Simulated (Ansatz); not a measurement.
Geometry optimisation, Ansatz 0.2.0, RKS PBE0-D4/def2-SVP.

Input:

```yaml
crystal:
  periodic: [false, false, false]
  atoms:
    - { symbol: B, position_ang: [-0.428262, 0.016571, 1.08009] }
    - { symbol: Br, position_ang: [-0.050725, -0.122756, -2.238817] }
    - { symbol: S, position_ang: [1.121339, 0.186991, 1.49495] }
    - { symbol: H, position_ang: [0.938399, 0.027265, -1.15386] }
    - { symbol: H, position_ang: [-1.580751, -0.107972, 0.817638] }
basis:
  gaussian: { orbitals: def2-SVP }
hamiltonian:
  xc: pbe0
  dispersion: d4
relax:
  f_tol: 0.03
  max_steps: 50
```

Command:

```bash
$ ansatz run input.yaml --threads 2 --pin off --max-ram 3072MiB --backend cpu --events-out ev --progress --plain --runs-dir out
```

Q: Where does it end, and by what steps?

A: The forces met the threshold. The force dipped under the threshold on the way, but the program's further checks kept it going. After 10 steps the energy has fallen by 0.047 eV; Br2 moved furthest, 0.33 Å.

```csv
step,energy less start (eV),largest force component (eV/Å),accepted
0,0.0000,0.794,yes
1,-0.0399,0.205,yes
2,-0.0429,0.117,yes
3,-0.0442,0.183,yes
4,-0.0457,0.105,yes
5,-0.0456,0.156,no
6,-0.0465,0.024,yes
7,-0.0460,0.191,no
8,-0.0470,0.028,yes
9,-0.0469,0.062,no
10,-0.0471,0.008,yes
```

```xyz
5
Properties=species:S:1:pos:R:3
B -0.481 0.019 1.226
Br 0.165 -0.116 -2.491
S 1.103 0.183 1.464
H 0.863 0.016 -1.253
H -1.650 -0.102 1.053
```

Whether the end is a true minimum wasn't checked by a vibrational analysis.

The run took 16 s on 2 threads of Arm Neoverse V1 (shared host), peak memory 0.14 GiB.
